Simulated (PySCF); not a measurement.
H2S.

```xyz
3

S      0.0000     0.0000     0.1031
H      0.0000    -0.9702    -0.8249
H      0.0000     0.9702    -0.8249
```
Charge 0, spin multiplicity 1.

Geometry optimised at B3LYP-D3(BJ)/def2-TZVP.

All values below come from KT2/pcSseg-2 in PySCF. Non-relativistic, no solvent.

Task: Give the absolute GIAO shielding of each atom: isotropic value and principal components (ppm). (An estimate is asked for; the answer gives what the named calculation found.)

Result: 
```
atom  σ(iso)    σ11    σ22    σ33   span
----  ------  -----  -----  -----  -----
S1     720.7  596.4  665.0  900.8  304.4
H2      30.6   24.2   26.8   40.9   16.7
H3      30.6   24.2   26.8   40.9   16.7
```
